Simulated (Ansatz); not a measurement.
Energy needed to pull apart C2H2OTe (SMILES C#CO[TeH]), singlet, into free ground-state atoms, from the structure below (displaced at random from a GFN2-xTB minimum); no zero-point or spin–orbit terms; open-shell atoms are treated unrestricted, in their ground-state multiplicity.

```json
{"atom": "C1", "x (Å)": "1.8689", "y (Å)": "0.1637", "z (Å)": "-0.1252"}
{"atom": "C2", "x (Å)": "0.7461", "y (Å)": "-0.2729", "z (Å)": "0.2310"}
{"atom": "O3", "x (Å)": "-0.4708", "y (Å)": "-0.6381", "z (Å)": "0.7764"}
{"atom": "Te4", "x (Å)": "-2.2065", "y (Å)": "-0.6459", "z (Å)": "-0.4185"}
{"atom": "H5", "x (Å)": "2.8158", "y (Å)": "0.3218", "z (Å)": "-0.3926"}
{"atom": "H6", "x (Å)": "-2.4497", "y (Å)": "1.0448", "z (Å)": "0.0820"}
```

Computed with Ansatz 0.2.0 (basis: def2-TZVPP); correlated methods freeze the cores. Filled d shells of the heavier atoms are correlated. Core potentials replace the inner electrons of the atoms past krypton. The def2 sets are not built for correlating such inner shells, so the correlated values are less sure here.

```json
{"method": "PBE-D4", "atomization energy (eV)": "?"}
{"method": "BLYP-D4", "atomization energy (eV)": "22.39"}
{"method": "r2SCAN-D4", "atomization energy (eV)": "21.73"}
{"method": "PBE0-D4", "atomization energy (eV)": "?"}
{"method": "CAM-B3LYP-D4", "atomization energy (eV)": "21.58"}
{"method": "wB97M-V", "atomization energy (eV)": "21.54"}
{"method": "HF", "atomization energy (eV)": "12.85"}
{"method": "MP2", "atomization energy (eV)": "21.67"}
{"method": "CCSD", "atomization energy (eV)": "20.13"}
{"method": "CCSD(T)", "atomization energy (eV)": "20.88"}
```

Problem. What does PBE0-D4 give? (Judge from chemistry; the value comes from the calculation.)

Solution. By the calculation: 21.71 eV, which is about 0.83 eV more than CCSD(T)/def2-TZVPP.

Problem. What does PBE-D4 give? (Judge from chemistry; the value comes from the calculation.)

Solution. Computed: 23.03 eV, which is about 2.14 eV more than CCSD(T)/def2-TZVPP.

In triple zeta the MP2 and coupled-cluster atomization energies are still short of their basis limit by a few kcal/mol a bond, whereas those of the functionals are nearly converged, so these differences are not deviations from converged CCSD(T).

No T1 diagnostic of these runs exceeds 0.017.

For scale, one of the runs: CCSD(T)/def2-TZVPP forces, 171 basis functions (an equivalent command: `ansatz run in.yaml --threads 4`). Time: 3.2 min of wall clock on 4 CPU threads; the host was shared. Peak host memory: 3.3 GiB.
